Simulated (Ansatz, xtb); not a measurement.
## C6H3NOSe: which of two isomers lies lower

Structure a: `N#Cc1cc(C=O)c[se]1`, a singlet. Structure b: `N#Cc1c[se]c(C=O)c1`, a singlet. Both are isolated molecules in the gas phase, relaxed with r2SCAN-D4/def2-SVP; the shapes shown needn't be the lowest conformers.

a (Å):

```yaml
atoms:
  - { symbol: C, position_ang: [-2.1584, 1.4027, 0.8656] }
  - { symbol: C, position_ang: [-0.7907, 1.0587, 0.9112] }
  - { symbol: C, position_ang: [-0.0685, 0.3265, -0.0099] }
  - { symbol: C, position_ang: [1.3064, 0.1461, 0.3200] }
  - { symbol: C, position_ang: [2.2617, -0.6044, -0.5242] }
  - { symbol: C, position_ang: [1.6935, 0.7352, 1.5116] }
  - { symbol: N, position_ang: [-3.2883, 1.6968, 0.8449] }
  - { symbol: O, position_ang: [3.4299, -0.7611, -0.2497] }
  - { symbol: Se, position_ang: [0.3051, 1.5995, 2.3496] }
  - { symbol: H, position_ang: [-0.5268, -0.0773, -0.9165] }
  - { symbol: H, position_ang: [1.8162, -1.0303, -1.4628] }
  - { symbol: H, position_ang: [2.7015, 0.7055, 1.9295] }
```

b (Å):

```yaml
atoms:
  - { symbol: C, position_ang: [-1.8532, 1.3772, 0.8510] }
  - { symbol: C, position_ang: [-0.6855, 0.5832, 0.6474] }
  - { symbol: C, position_ang: [-0.7297, -0.8022, 0.5437] }
  - { symbol: C, position_ang: [1.6199, 0.2006, 0.3384] }
  - { symbol: C, position_ang: [3.0547, 0.4135, 0.1815] }
  - { symbol: C, position_ang: [0.6275, 1.1369, 0.5321] }
  - { symbol: N, position_ang: [-2.8044, 2.0300, 1.0172] }
  - { symbol: O, position_ang: [3.8564, -0.4821, 0.0142] }
  - { symbol: Se, position_ang: [0.9359, -1.5457, 0.2839] }
  - { symbol: H, position_ang: [-1.6292, -1.4163, 0.6042] }
  - { symbol: H, position_ang: [3.3668, 1.4900, 0.2281] }
  - { symbol: H, position_ang: [0.8267, 2.2100, 0.5924] }
```

Energies in hartree; the thermal terms are from GFN2-xTB frequencies at re-optimised GFN2-xTB minima (ideal gas, soft modes damped towards free rotors, one conformer each, 298.15 K, 1 atm) and include the zero-point energy:

|  | a | b |
| --- | --- | --- |
| E, CCSD(T)/def2-SVP | −2758.906390 | −2758.909509 |
| E, MP2/def2-SVP | −2758.828237 | −2758.831683 |
| E, MP2/def2-TZVPP | −2759.812646 | −2759.816553 |
| zero-point energy | 0.070515 | 0.070585 |
| H(298 K) − E | 0.079980 | 0.080024 |
| G(298 K) − E | 0.035811 | 0.035963 |

Question: Correct the CCSD(T) difference for the basis set by the MP2 change, then work out ΔE, ΔE₀, ΔH and ΔG for a → b in kJ/mol (1 Eh = 2625.50 kJ/mol) and the equilibrium ratio [b]/[a].

Answer: 1. Differences b − a: CCSD(T) −0.003119, MP2 in the small set −0.003446, MP2 in the large set −0.003907 Eh.
2. ΔE = −0.003119 + (−0.003907 − (−0.003446)) = −0.003580 Eh = −9.40 kJ/mol.
3. ΔE₀ = ΔE + ΔZPE = −0.003580 + (+0.000070) Eh = −9.22 kJ/mol.
4. ΔH = ΔE + (+0.000044) Eh = −9.28 kJ/mol.
5. ΔG = ΔE + (+0.000152) Eh = −9.00 kJ/mol, so ΔS = (ΔH − ΔG)/T = −1.0 J/(mol K).
6. kT = 0.9442 mEh, so K = [b]/[a] = exp(−ΔG/kT) = exp(+3.63) ≈ 38.

Structure b is favoured at this temperature. An error of 4 kJ/mol in ΔG would change K by a factor of 5. HF/STO-3G gave ΔE the other sign. Mirror images and further conformers aren't counted.

As drawn, both hold the same kinds of bond in the same numbers.

Other levels gave ΔE = −8.2 (GFN2-xTB); +5.7 (HF/STO-3G, GFN2-xTB geometries); −7.6 (r2SCAN-D4/def2-SVP//GFN2-xTB); −8.4 (r2SCAN-D4/def2-SVP); −8.7 (HF/def2-SVP); −9.0 (MP2/def2-SVP); −8.2 (CCSD(T)/def2-SVP) kJ/mol. The correlated steps freeze 17 core orbitals; the filled d shell of Se is correlated, in a basis made for valence electrons. Programs: Ansatz 0.2.0, xtb 6.7.1.
